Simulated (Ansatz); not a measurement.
`N#[C][SnH]([C]#N)[C]#N`. The species carries charge 0 and has multiplicity 1. Sn: def2 effective core potential. The structure was optimised at the PBE0-D4/def2-TZVP level.

```xyz
8

N    -0.764   -2.310    1.891
C    -0.577   -1.355    1.276
Sn   -0.276    0.405    0.199
C    -0.798   -0.005   -1.778
N    -1.108   -0.204   -2.869
C     1.776    0.773    0.213
N     2.903    1.006    0.237
H    -1.155    1.691    0.831
```

Question: What is the dipole moment at B3LYP/def2-TZVPP? (An estimate is asked.)

Answer: The calculation gave: 3.95 D, with components (-2.07, 3.02, 1.49) D in this frame, pointing from negative to positive charge.

Question: And with PBE, r2SCAN, ωB97M-V? (An estimate is asked.)

Answer: Ansatz gave: PBE 3.80 D, r2SCAN 3.89 D, ωB97M-V 3.98 D.

Question: Give the Mulliken charges with B3LYP, PBE, ωB97M-V in def2-TZVPP. (Estimate.)

Answer: Ansatz gave: 
| atom | B3LYP | PBE | ωB97M-V |
| --- | --- | --- | --- |
| N1 | 0.02 | 0.06 | 0.00 |
| C2 | -0.37 | -0.38 | -0.33 |
| Sn3 | 1.09 | 1.00 | 0.98 |
| C4 | -0.37 | -0.38 | -0.33 |
| N5 | 0.02 | 0.06 | 0.00 |
| C6 | -0.37 | -0.38 | -0.33 |
| N7 | 0.02 | 0.06 | 0.00 |
| H8 | -0.05 | -0.04 | 0.00 |

B3LYP here is the variant with VWN-RPA as its local correlation; programs differ in this.
